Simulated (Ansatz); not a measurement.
```yaml
crystal:
  periodic: [false, false, false]
  atoms:
    - {symbol: C, position_ang: [-2.422555, 1.594206, 0.820212]}
    - {symbol: C, position_ang: [0.688661, 1.069984, 1.931402]}
    - {symbol: In, position_ang: [3.258439, -1.888680, -0.746664]}
    - {symbol: S, position_ang: [0.741555, -3.856652, -4.953973]}
    - {symbol: H, position_ang: [-3.692061, -0.445815, 0.717026]}
    - {symbol: H, position_ang: [-3.628274, 3.106900, 2.255353]}
    - {symbol: H, position_ang: [-2.436187, 2.550212, -1.386527]}
    - {symbol: H, position_ang: [1.923612, 3.131191, 2.069560]}
    - {symbol: H, position_ang: [0.675767, 0.155061, 4.157626]}
    - {symbol: H, position_ang: [6.815897, -3.118199, -0.430800]}
    - {symbol: H, position_ang: [-1.780973, -2.423827, -4.387894]}
basis:
  gaussian: {orbitals: def2-mTZVPP}
hamiltonian: {xc: {name: B2PLYP}}
scf: {lower_state_search: full}
output: {forces: true}
```

```sh
$ ansatz run in.yaml --threads 4 --pin off --events-out ev --progress --plain --max-ram 10444MiB
```

Output, abridged:

```
Functional definition: B2PLYP
1361 factors; integrals over basis functions are off by at most 4.2e-4 eV
mean field evaluation 1: about -18118.0307 eV, gradient 4.1e1 eV
mean field evaluation 2: about -18118.0491 eV, gradient 4.1e1 eV
mean field evaluation 4: about -18034.3181 eV, gradient 8.4e1 eV
mean field evaluation 8: about -18135.9862 eV, gradient 5.1e0 eV
mean field evaluation 16: about -18136.5149 eV, gradient 5.8e-2 eV
mean field evaluation 64: about -18136.5411 eV, gradient 6.5e-1 eV
mean field evaluation 96: about -18136.5206 eV, gradient 2.9e-2 eV
mean field evaluation 192: about -18136.5172 eV, gradient 4.2e-2 eV
mean field -18136.55246933 eV, -666.5060098509 hartree, gradient 4.7e-6 eV, S^2 0.000000; 8 other end points of the search recorded, 0 dependent functions left out; unrestricted orbitals would lower it
11 core orbitals not correlated: weight in the atoms' cores, before any rotation towards them, 1.000 or more for the frozen orbitals, at most 0.000 for the correlated occupied ones
reference -18136.55277800 eV, -666.5060211943 hartree; 17, 17 occupied and 108, 108 virtual orbitals, 1361 factors
second order -37.64210152 eV of doubles, -0.00000000 eV of singles
Total energy: -18146.71614541 eV, -666.8795180577 hartree
Atom 0 at    -2.422555     1.594206     0.820212 Å, force    -1.072302    -0.087348    -0.733691 eV/Å
Atom 1 at     0.688661     1.069984     1.931402 Å, force     0.677411     0.736357     1.454144 eV/Å
Atom 2 at     3.258439    -1.888680    -0.746664 Å, force    -0.261692     0.066144    -0.122052 eV/Å
Atom 3 at     0.741555    -3.856652    -4.953973 Å, force    -5.713174     3.435716     1.471510 eV/Å
Atom 4 at    -3.692061    -0.445815     0.717026 Å, force     1.031291     2.055496    -0.010837 eV/Å
Atom 5 at    -3.628274     3.106900     2.255353 Å, force     0.606942    -0.940011    -0.974811 eV/Å
Atom 6 at    -2.436187     2.550212    -1.386527 Å, force    -0.221511    -0.925186     2.064208 eV/Å
Atom 7 at     1.923612     3.131191     2.069560 Å, force    -1.031560    -1.646023     0.054455 eV/Å
Atom 8 at     0.675767     0.155061     4.157626 Å, force     0.029842     0.895415    -1.727577 eV/Å
Atom 9 at     6.815897    -3.118199    -0.430800 Å, force     0.103530    -0.083426     0.003182 eV/Å
Atom 10 at    -1.780973    -2.423827    -4.387894 Å, force     5.851223    -3.507133    -1.478531 eV/Å
Dipole moment:     3.500241    -1.344526     0.305394 e Å
```

(1) What is wrong with this run?

## Answers

(1) The geometry is stretched to more than twice its size. The calculation finished and met its thresholds. The result belongs to that input, not to the molecule as meant.
